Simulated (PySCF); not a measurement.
## Structure from NMR data

The spectra below were simulated for a compound C6H11O2PSi.

$^{1}$H NMR (600 MHz, computed): δ 7.47 (m, 1H), 6.79 (m, 1H), 4.25 (s, 3H), 4.13 (s, 3H), 2.34 (m, 3H).

$^{13}$C{$^{1}$H} NMR (computed): δ 166.6 (C), 160.8 (C), 146.9 (CH), 103.6 (C), 58.3 (CH3), 9.7 (CH3).

Calculated, not measured (PySCF 2.14): σ from GIAO-PBE0/pcSseg-1, GFN2-xTB structure. No relativistic terms, one averaged value for each set of equivalent atoms, one conformer, gas phase.

Scale: $^{1}$H, $^{13}$C vs TMS (reference shieldings calculated alike).

**Question.** What is the structure?

**Answer.** 
- 6 carbon signals for 6 carbons: no two carbons are equivalent.
- Carbon types of the structure: 3 × C, 1 × CH, 2 × CH3, leaving 4 H on heteroatoms.
- δC 166.6: alkene carbon bearing oxygen; an sp2 carbon further deshielded by the attached heteroatom.
- δC 160.8: fully substituted alkene carbon; the olefinic region.
- δC 146.9: alkene CH; an sp2 carbon of a C=C bond.
- δC 103.6: β carbon of an enol-ether or enamine type C=C; the O or N lone pair pushes π density onto this β carbon and shields it.
- δC 58.3: methyl carbon bonded to O; deshielded by the electronegative neighbour.
- δC 9.7: allylic methyl carbon; a saturated carbon with 1 carbon neighbour and no heteroatom attached.
- δH 2.34: hydrogen on an allylic methyl carbon; allylic position.

Structure: `COC1=C(C)[P@@H](=O)C=C1[SiH3]`.

This is the structure that produced the data.

Splittings by $^{31}$P in the carbon and heteronuclear signals aren't shown, as no couplings were computed. Shifts are as computed. Against solution values, carbons near 30 ppm lie about +3 ppm off and those near 130 ppm about +5 ppm. Of 1211 compounds with measured shifts, 218 miss one by over three times the rms of a fit or turn the order of signals round; such compounds aren't used in these exercises. No couplings were computed; multiplicities are counted from neighbouring protons, with m where these are inequivalent, close in shift, in a saturated or five-membered ring or joined by F or P, and br s for small geminal =CH2 splittings.
